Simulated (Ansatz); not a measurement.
Species: HCl2In, SMILES `[Cl][InH][Cl]` (charge 0, multiplicity 1).

Problem. Give a relaxed geometry from B3LYP-D3(BJ)/def2-TZVP in Ansatz (a quantum-chemistry and plane-wave program).

Solution. the end point of this relaxation (outside a Z-matrix the atoms follow the SMILES, hydrogens last).
Z-matrix (Å, degrees):
```
In
H 1 1.6989
Cl 1 2.3341 2 124.14
Cl 1 2.3341 2 124.13 3 180.00
```
